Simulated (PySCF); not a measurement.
Molecule: `C[N+](C)(C)BCl`, [C$_{3}$H$_{10}$BClN]+.

Bonds (- single, = double, # triple, : aromatic): C1-N2, N2-C3, N2-C4, N2-B5, B5-Cl6. C1 carries H7, H8, H9; C3 carries H10, H11, H12; C4 carries H13, H14, H15; B5 carries H16. Formal charges: N2 +1.

Total charge +1.

Frames of a GFN2-xTB Langevin trajectory at 600 K; GIAO PBE0/pcSseg-1 shieldings in PySCF 2.14.0 with density-fitted response routines, gas phase, non-relativistic; equivalent atoms averaged within each frame.

Referencing at the same level of theory: 13C (σref 186.93), 1H (σref 31.72) against TMS; NH3 for 15N (σref 267.73); 11B (σref 100.07) against BF3·OEt2; 35Cl (σref 949.78) vs HCl. The references are static minima.

How do the shifts (ppm) fluctuate along the trajectory?

Results:


```csv
time (fs),C1/C3/C4,N2,B5,Cl6,H16,H7/H8/H9/H10/H11/H12/H13/H14/H15
250,52.1,69.8,56.3,321,5.25,4.01
425,56.2,80.9,51.8,283,5.74,4.23
625,47.0,64.8,56.5,339,5.95,3.14
800,57.1,75.5,61.2,434,6.65,3.75
1000,51.3,63.7,61.7,351,6.61,3.55
mean of frames,52.7,71.0,57.5,346,6.04,3.74
standard deviation,4.1,7.3,4.1,55,0.59,0.42
```

5 frames give an uncertainty of the mean of about the standard deviation over 2.2 at best, since frames this close in time may not be independent; classical motion lacks zero-point vibration, and the reference would need the same averaging.
